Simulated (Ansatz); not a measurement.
Consider the cleavage of the Si–Si bond: `F[Si](F)(Cl)[SiH](Cl)Cl` + `O[SiH3]` → `[SiH3]O[SiH](Cl)Cl` + `F[SiH](F)Cl`.

Isolated molecules relaxed with PBE0-D4/def2-TZVP in Ansatz; ΔE leaves out vibrations. CBS: MP2 limit from def2 TZ/QZ plus the TZ coupled-cluster correction, frozen cores. This one scheme is used for every species. DFT in def2-TZVPP. B3LYP here is the variant with VWN-RPA as its local correlation; programs differ in this. One conformer a species, not always the lowest.

`F[Si](F)(Cl)[SiH](Cl)Cl`:

```xyz
8

F    -1.084   -1.351    1.539
Si   -1.044   -0.491    0.212
F    -2.230    0.552    0.305
Cl   -1.373   -1.713   -1.366
Si    1.007    0.609    0.005
Cl    2.460   -0.820   -0.099
Cl    0.946    1.696   -1.722
H     1.319    1.520    1.126
```

`O[SiH3]`:

Z-matrix (Å, degrees):
```
Si
O 1 1.648
H 1 1.489 2 111.7
H 1 1.489 2 111.7 3 120.9
H 1 1.481 2 105.9 3 -119.6
H 2 0.957 1 117.9 3 -60.5
```

`[SiH3]O[SiH](Cl)Cl`:

Cartesian coordinates in Å:
```
Si 0.995 -0.568 -1.111
O -0.218 -0.535 0.006
Si -1.041 0.348 1.067
Cl 0.202 1.003 2.545
Cl -1.853 1.974 0.142
H 1.085 -1.957 -1.618
H 2.272 -0.170 -0.471
H 0.672 0.363 -2.220
H -2.114 -0.458 1.660
```

`F[SiH](F)Cl`:

Cartesian coordinates in Å:
```
F 0.857 0.869 -1.020
Si 0.015 0.080 0.055
F 1.030 -0.586 1.062
Cl -1.039 -1.370 -0.871
H -0.863 1.006 0.774
```

(1) Is it downhill or uphill in electronic energy at CCSD(T)/CBS, and by how much? (Best estimate.)

(2) What do these levels give: revPBE-D4, PBE, B3LYP, SCS-MP2/def2-TZVPP, CCSD/def2-TZVPP, CCSD(T)/def2-TZVPP? (Estimate.)

Largest T1 diagnostic among the species: 0.011.

Answers

(1) Computed: Downhill: ΔE = -148.7 kJ/mol.

(2) Computed: revPBE-D4 -115.2, PBE -119.8, B3LYP -146.1, SCS-MP2/def2-TZVPP -159.4, CCSD/def2-TZVPP -154.9, CCSD(T)/def2-TZVPP -150.9 kJ/mol.

In def2-TZVPP, CCSD(T) changes the Hartree–Fock value by +24.9 kJ/mol (the triples alone add +4.0 kJ/mol) and MP2 by +19.3 kJ/mol. From r2SCAN to r2SCAN0 (25 % exact exchange), in def2-TZVPP and without D4, ΔE moves by −5.5 kJ/mol.
